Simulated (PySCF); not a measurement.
C₄H₃FN₂Si.
InChI=1S/C4H3FN2Si/c5-4(1-6)2-8-3-7/h2H,8H2/b4-2+

Level of theory: TDDFT CAM-B3LYP/def2-SVPD, vertical, gas phase, core orbitals frozen in the response in PySCF 2.14.0, density-fitted response routines. The structure is a single GFN2-xTB conformer in the gas phase; no vibrational or solvent corrections. Torsions of this conformer, `[N:1]#[C:2][SiH2:3]/[CH:4]=[C:5](/[F:6])[C:7]#[N:8]`: C2–Si3–C4–C5 -152°.

Computed states:

```tsv
state	E (eV)	f
S1	6.02	0.355
S2	6.48	0.0039
S3	6.75	0.0028
S4	6.99	0.0026
S5	7.23	0.0037
S6	7.38	0.0009
S7	7.43	0.0086
S8	7.55	0.0014
```

Each state is given a Gaussian of 0.3 eV full width at half maximum, with ε(max) = 2.175×10⁸ f / Δν̃ (Δν̃ the width in cm⁻¹). The width is an assumption, not a result. The curve ends short of the highest state used, and states not computed would add to its high-energy end.

(1) Give the broadened spectrum and its maxima.

(2) On this curve, what absorbance would a 10⁻³ mol/L sample give at 193 nm over a 1 cm path?

Answers

(1) 
λ (nm), ε (L mol⁻¹ cm⁻¹) and a bar:
```
    178.5        337 
    180.0        333 
    181.5        334 
    183.1        334 
    184.6        329 
    186.1        328 
    187.6        342 
    189.2        372 
    190.7        402 
    192.2        452 
    193.7        631 #
    195.3       1272 #
    196.8       2791 ###
    198.3       5780 #####
    199.9      10982 ##########
    201.4      17436 ################
    202.9      24217 #######################
    204.4      29557 ############################
    206.0      31891 ##############################
    207.5      30299 ############################
    209.0      25700 ########################
    210.5      19557 ##################
    212.1      13034 ############
    213.6       8041 ########
    215.1       4511 ####
    216.6       2311 ##
    218.2       1029 #
    219.7        442 
    221.2        176 
    222.8         60
```

Maxima: 206 nm (6.02 eV), ε about 32000, made up of S1 (100%); 182 nm (6.80 eV), ε about 330, made up of S3 (71%) and S4 (25%) (hardly more than a shoulder) (ε in L mol⁻¹ cm⁻¹; maxima over ε = 5, shares over 10%). At its high-energy end, 6.95 eV, the curve is still rising (ε about 340, from S3 and S4).

(2) 193 nm is 6.424 eV, where ε is about 520 L mol⁻¹ cm⁻¹, so A = ε c l ≈ 0.52 (Beer–Lambert, with the gas-phase spectrum and the assumed width).

Time: 72 s (with the writing of density and orbital grids); peak memory 0.86 GiB. Hardware: one thread, Arm Neoverse N1 (aarch64), shared host with 64 logical CPUs at a one-minute load of 60.
